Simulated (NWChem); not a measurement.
All runs are NWChem calculations. System: ClFSi, charge 0, spin multiplicity 1, at a geometry optimised with B3LYP/def2-SVP. The structure started from a generated list of species. Level: EOM-CCSD/aug-cc-pVDZ, 11 core orbitals frozen.

Job file:

```
start mol
memory heap 100 mb stack 700 mb global 1900 mb
geometry units angstroms nocenter noautoz
  Si    -0.798387    -0.418102     0.000000
  F      0.260915    -1.661042     0.000000
  Cl     0.519364     1.223694     0.000000
  symmetry group Cs
end
basis spherical
  * library aug-cc-pvdz
end
scf
  rhf
  nopen 0
  maxiter 100
  thresh 1e-7
  semidirect memsize 60000000 filesize 0
end
tce
  freeze core 11
  ccsd
  nroots 2
  2eorb
  2emet 13
  thresh 1e-5
  maxiter 200
  tilesize 24
  dipole
end
task tce energy
```

Output (cleaned and shortened):

```
             Northwest Computational Chemistry Package (NWChem) 7.3.0
             --------------------------------------------------------

                                NWChem Input Module
                                -------------------

 Scaling coordinates for geometry "geometry" by  1.889725989
 (inverse scale =  0.529177249)

 Turning off AUTOSYM since
 SYMMETRY directive was detected!

                             Geometry "geometry" -> ""
                             -------------------------

 Output coordinates in angstroms (scale by  1.889725989 to convert to a.u.)

  No.       Tag          Charge          X              Y              Z
 ---- ---------------- ---------- -------------- -------------- --------------
    1 Si                  14.0000    -0.79838700    -0.41810200     0.00000000
    2 F                    9.0000     0.26091500    -1.66104200     0.00000000
    3 Cl                  17.0000     0.51936400     1.22369400     0.00000000

 Effective nuclear repulsion energy (a.u.)     128.6071036575

            Nuclear Dipole moment (a.u.)
            ----------------------------
        X                 Y               Z
 ---------------- ---------------- ----------------
     0.0000094486    -0.0000151178     0.0000000000

      Symmetry information
      --------------------

 Group name             Cs
 Group number              2
 Group order               2
 No. of unique centers     3

      Symmetry unique atoms

     1    2    3


 Summary of "ao basis" -> "" (spherical)
 ------------------------------------------------------------------------------
       Tag                 Description            Shells   Functions and Types
 ---------------- ------------------------------  ------  ---------------------
 *                        aug-cc-pvdz                 on all atoms

 Summary of "ao basis" -> "ao basis" (spherical)
 ------------------------------------------------------------------------------
       Tag                 Description            Shells   Functions and Types
 ---------------- ------------------------------  ------  ---------------------
 Si                       aug-cc-pvdz               11       27   5s4p2d
 F                        aug-cc-pvdz                9       23   4s3p2d
 Cl                       aug-cc-pvdz               11       27   5s4p2d

                                 NWChem SCF Module
                                 -----------------

  ao basis        = "ao basis"
  functions       =    77
  atoms           =     3
  closed shells   =    20
  open shells     =     0
  charge          =   0.00
  wavefunction    = RHF
  use symmetry    = T
  symmetry adapt  = T

 Summary of "ao basis" -> "ao basis" (spherical)
 ------------------------------------------------------------------------------
       Tag                 Description            Shells   Functions and Types
 ---------------- ------------------------------  ------  ---------------------
 Si                       aug-cc-pvdz               11       27   5s4p2d
 F                        aug-cc-pvdz                9       23   4s3p2d
 Cl                       aug-cc-pvdz               11       27   5s4p2d

      Symmetry analysis of basis
      --------------------------

        a'         54
        a"         23

 Forming initial guess at       0.1s

      Superposition of Atomic Density Guess
      -------------------------------------

 Sum of atomic energies:        -847.70069266

      Non-variational initial energy
[...]
   0.0000251185875   0.2264941474035    6.16322     0.3     0.3

 Iteration  25 using   41 trial vectors
   0.0000029026774   0.1708411211988    4.64883
   0.0000108422903   0.2264943026032    6.16323     0.3     0.3

 Iteration  26 using   42 trial vectors
   0.0000029024008   0.1708411212076    4.64883
   0.0000042458492   0.2264942762736    6.16323     0.3     0.3
 --------------------------------------------------------------
 Iterations converged
 ------------------

 Excited state root  1
 Excitation energy / hartree =        0.170841121207649
                   / eV      =        4.648825419349439
 largest EOMCCSD amplitudes: R1 and R2

 Singles contributions
    21a"  (alpha) ---    20a'  (alpha)       -0.8546737082
    25a"  (alpha) ---    20a'  (alpha)        0.3110019851

 Doubles contributions
 ------------------

 Excited state root  2
 Excitation energy / hartree =        0.226494276273636
                   / eV      =        6.163225466064748
 largest EOMCCSD amplitudes: R1 and R2

 Singles contributions
    21a"  (alpha) ---    19a'  (alpha)       -0.8400746895
    25a"  (alpha) ---    19a'  (alpha)        0.3148087840

 Doubles contributions

 No. of initial left vectors    2

 EOM-CCSD left-hand side iterations
 --------------------------------------------------------------
      Residuum       Omega / hartree  Omega / eV    Cpu    Wall
 --------------------------------------------------------------

 Iteration   1 using    2 trial vectors
   0.5201321642695   0.2635033920943    7.17030
   0.4207987530466   0.3827932145052   10.41634     0.9     0.9

 Iteration   2 using    4 trial vectors
   0.1330316749208   0.1837339882032    4.99966
   0.1112409685104   0.3255228132701    8.85793     0.9     0.9

 Iteration   3 using    6 trial vectors
   0.0597783242765   0.1738952658331    4.73193
   0.0529944540687   0.3185763303762    8.66891     0.9     0.9

 Iteration   4 using    8 trial vectors
   0.0251735382094   0.1714289559510    4.66482
   0.0292087508253   0.3161197492099    8.60206     1.3     1.3

 Iteration   5 using   10 trial vectors
   0.0114279459113   0.1709955297931    4.65303
   0.0180760352607   0.3149287052213    8.56965     1.4     1.4

 Iteration   6 using   12 trial vectors
   0.0054161824963   0.1708840996439    4.64999
   0.0108042590600   0.3146069337129    8.56089     1.3     1.3

 Iteration   7 using   14 trial vectors
   0.0028835107577   0.1708394729128    4.64878
   0.0075669567257   0.3144989494222    8.55796     1.3     1.3

 Iteration   8 using   16 trial vectors
   0.0014932618028   0.1708368255626    4.64871
   0.0066922512934   0.3144421021405    8.55641     1.4     1.4

 Iteration   9 using   18 trial vectors
   0.0008402567425   0.1708402500343    4.64880
   0.0083388480898   0.3144039123270    8.55537     1.4     1.4

 Iteration  10 using   20 trial vectors
   0.0004690360239   0.1708412594216    4.64883
   0.2056845816620   0.3055115070210    8.31339     1.5     1.5

 Iteration  11 using   22 trial vectors
   0.0003378805689   0.1708413258293    4.64883
   0.1353985770023   0.2510002078637    6.83007     1.5     1.5

 Iteration  12 using   24 trial vectors
   0.0002203641837   0.1708419317161    4.64885
   0.0991485528393   0.2384387501325    6.48825     1.5     1.5

 Iteration  13 using   26 trial vectors
   0.0001169122455   0.1708413168603    4.64883
   0.0560846364626   0.2300456524966    6.25986     1.6     1.6

 Iteration  14 using   28 trial vectors
   0.0000480505071   0.1708410488817    4.64882
   0.0273130963771   0.2268845771877    6.17385     1.6     1.6

 Iteration  15 using   30 trial vectors
   0.0000180489418   0.1708411542561    4.64883
   0.0131951546049   0.2262924802950    6.15773     1.6     1.6

 Iteration  16 using   32 trial vectors
   0.0000067688031   0.1708412034217    4.64883
   0.0060194879716   0.2265405298873    6.16448     1.7     1.7

 Iteration  17 using   33 trial vectors
   0.0000039039776   0.1708412062127    4.64883
   0.0031838498725   0.2265212104662    6.16396     1.1     1.1

 Iteration  18 using   34 trial vectors
   0.0000031924598   0.1708411979411    4.64883
   0.0017047657872   0.2264758026024    6.16272     1.2     1.2

 Iteration  19 using   35 trial vectors
   0.0000030595826   0.1708411967386    4.64883
   0.0007852017477   0.2264915732726    6.16315     1.1     1.1

 Iteration  20 using   36 trial vectors
   0.0000030111806   0.1708411970058    4.64883
   0.0003808647948   0.2264972847092    6.16331     1.3     1.3

 Iteration  21 using   37 trial vectors
   0.0000030128297   0.1708411969339    4.64883
   0.0002085156203   0.2264939172748    6.16322     1.3     1.3

 Iteration  22 using   38 trial vectors
   0.0000030153717   0.1708411969909    4.64883
   0.0001267788603   0.2264949979153    6.16325     1.4     1.4

 Iteration  23 using   39 trial vectors
   0.0000030102253   0.1708411971045    4.64883
   0.0000669491650   0.2264942592116    6.16323     1.4     1.4

 Iteration  24 using   40 trial vectors
   0.0000030105170   0.1708411970138    4.64883
   0.0000319857266   0.2264938521040    6.16321     1.4     1.4

 Iteration  25 using   41 trial vectors
   0.0000030170130   0.1708411967882    4.64883
   0.0000147196525   0.2264942143977    6.16322     1.5     1.5

 Iteration  26 using   42 trial vectors
   0.0000030131031   0.1708411967381    4.64883
   0.0000063720336   0.2264940907426    6.16322     1.5     1.5
 --------------------------------------------------------------
 Iterations converged

 Excited state root  1
 Excitation energy / hartree =        0.170841121207649
                   / eV      =        4.648825419349439

 EOM-CCSD transition moments / hartree
 --------------------------------------------
 X    0.0000000 Y    0.0000000 Z    0.7838201
 Oscillator Strength                0.0699736
 --------------------------------------------

 EOM-CCSD dipole moments / hartree & Debye
 ------------------------------------
   X         0.3535261      0.8985805
   Y        -0.2411338     -0.6129057
   Z        -0.0000000     -0.0000000
 Total       0.4279325      1.0877041
 ------------------------------------

 Singles contributions
    21a"  (alpha) ---    20a'  (alpha)       -0.8546737082
    25a"  (alpha) ---    20a'  (alpha)        0.3110019851

 Doubles contributions

 Excited state root  2
 Excitation energy / hartree =        0.226494276273636
                   / eV      =        6.163225466064748

 Task  times  cpu:      122.7s     wall:      122.7s

 Total times  cpu:      122.7s     wall:      122.7s
```
